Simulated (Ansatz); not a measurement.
Gas-phase electronic energies from Ansatz, PBE0-D4/def2-TZVP geometries. CCSD(T)/CBS adds triple-zeta CCSD(T) − MP2 to the extrapolated MP2 energy (def2 sets, frozen cores). This one scheme is used for every species. Functionals use def2-TZVPP. HSE06 is defined as in plane-wave codes. Each species was taken in one conformer, which may not be the lowest.

Consider the hydrogenolysis of the Si–C bond: `C=C[Si](Cl)(Cl)Cl` + H₂ → `Cl[SiH](Cl)Cl` + `C=C`.

CCSD(T)/CBS gives -4.8 kJ/mol.

Task: Another level gave +2.2 kJ/mol. Which?
A. HSE06-D4/def2-TZVPP
B. revPBE-D4/def2-TZVPP
C. BHLYP-D4/def2-TZVPP
D. MP2/def2-TZVPP

Result: D. MP2/def2-TZVPP 2.2, BHLYP-D4 -9.0, HSE06-D4 -4.2, revPBE-D4 6.5 kJ/mol.

Largest T1 diagnostic among the species: 0.011.

From r2SCAN to r2SCAN0 (25 % exact exchange), in def2-TZVPP and without D4, ΔE moves by −3.8 kJ/mol. Leaving LDA and LC-ωPBE aside and taking each functional with its dispersion term where it has one, the values, not all of them listed here, spread over 19.4 kJ/mol, from B2PLYP to revPBE-D4. LDA lies +10.3 kJ/mol from PBE without D4. In def2-TZVPP, CCSD(T) changes the Hartree–Fock value by +28.1 kJ/mol (the triples alone add +6.3 kJ/mol) and MP2 by +37.1 kJ/mol.
